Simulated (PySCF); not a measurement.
Species: BF2H5Si2.
SMILES with atom numbers: `[F:1][B:2]([F:3])[SiH2:4][SiH3:5]` (hydrogens: H6, H7 on Si4; H8, H9, H10 on Si5)

Computed with PBE0-D3(BJ)/def2-SVP geometry optimisation, gas phase (PySCF).

Some entries are withheld. Bonds in one row agree within 0.01 Å.

```json
{"coordinate": "F1–B2, B2–F3", "value": "?"}
{"coordinate": "B2–Si4", "value": "?"}
{"coordinate": "Si4–Si5", "value": "?"}
{"coordinate": "Si4–H6, Si4–H7", "value": "1.495 Å"}
{"coordinate": "Si5–H8, Si5–H9, Si5–H10", "value": "1.495 Å"}
{"coordinate": "F1–B2–F3", "value": "116.5°"}
{"coordinate": "F1–B2–Si4", "value": "?"}
{"coordinate": "F3–B2–Si4", "value": "?"}
{"coordinate": "B2–Si4–Si5", "value": "?"}
{"coordinate": "B2–Si4–H6", "value": "?"}
{"coordinate": "B2–Si4–H7", "value": "?"}
{"coordinate": "Si5–Si4–H6", "value": "108.5°"}
{"coordinate": "H6–Si4–H7", "value": "109.9°"}
{"coordinate": "Si4–Si5–H8", "value": "110.8°"}
{"coordinate": "Si4–Si5–H9", "value": "109.8°"}
{"coordinate": "H8–Si5–H9", "value": "109.2°"}
```

Estimate the withheld lengths and angles.

- F1–B2, B2–F3 = 1.319 Å, drawn single (boron-bound fluorine to three-coordinate boron); 0.09 Å below the sum of covalent radii, 1.41 Å.
- B2–Si4 = 2.026 Å, drawn single (three-coordinate boron to SiH2 silicon); 0.08 Å above the sum of covalent radii, 1.95 Å.
- Si4–Si5 = 2.349 Å, drawn single (SiH2 silicon to SiH3 silicon); 0.13 Å above the sum of covalent radii, 2.22 Å.
- F1–B2–Si4 = 122.9°, at the three-coordinate boron; the outer atoms are 2.957 Å apart.
- F3–B2–Si4 = 120.5°, at the three-coordinate boron; the outer atoms are 2.927 Å apart.
- B2–Si4–Si5 = 107.7°, at the SiH2 silicon; the outer atoms are 3.538 Å apart.
- B2–Si4–H6 = 109.4°, at the SiH2 silicon; the outer atoms are 2.890 Å apart.
- B2–Si4–H7 = 111.2°, at the SiH2 silicon; the outer atoms are 2.920 Å apart.

Radii are Cordero's.

Stationary, but not proved a minimum. The numbers are those of one conformer (F1–B2–Si4–Si5 103°).

The run took 2.2 min on one thread of an Arm Neoverse N1, shared host with 64 logical CPUs at a one-minute load of 59, and the process peaked at 0.40 GiB of memory. That covers the optimisation of the geometry.
